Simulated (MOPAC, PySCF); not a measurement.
H4O2Si2, SMILES `O/[SiH]=[SiH]\O` (H–O–Si–Si torsion 52°, Si–Si–O–H torsion -118°), neutral singlet in the gas phase. 

Cartesian coordinates (Å):
SMILES: O/[SiH]=[SiH]\O
```xyz
8

O     -2.2750    -0.3418    -0.4647
Si    -1.1231     0.5459     0.3231
Si     1.0719     0.4269    -0.1597
O      1.7521    -1.0522    -0.4648
H     -2.1144    -1.2896    -0.5122
H     -1.5970     1.9556     0.2096
H      1.8336     1.1024     0.9430
H      2.4518    -1.3473     0.1257
```
Charge 0, spin multiplicity 1.

All levels are single points at this geometry (r2SCAN-D4/def2-TZVP); Pople sets use spherical d functions. Orbital energies aren't observables, and empty levels follow the basis.

| level | HOMO (eV) | LUMO (eV) | gap (eV) | dipole (D) | vertical IE, Delta-SCF (eV) |
|---|---|---|---|---|---|
| r2SCAN-D4/def2-TZVP in PySCF | -5.03 | -2.50 | 2.53 | 2.28 | 7.61 |
| PBE/6-31G* in PySCF | -4.69 | -2.36 | 2.33 | 2.41 | 7.51 |
| SVWN5/6-31G* in PySCF | -4.77 | -2.47 | 2.30 | 2.48 | 7.68 |
| HF/3-21G in PySCF | -7.55 | 0.98 | 8.53 | 2.97 | – |
| HF/6-31G* in PySCF | -7.37 | 1.03 | 8.40 | 2.56 | 6.57 |
| HF/STO-3G in PySCF | -3.98 | 5.56 | 9.54 | 1.89 | – |
| AM1 in MOPAC | -7.53 | -1.50 | 6.03 | 2.20 | – |
| PM6 in MOPAC | -6.81 | -1.10 | 5.71 | 2.60 | – |
| PM7 in MOPAC | -8.05 | -2.27 | 5.78 | 2.30 | – |
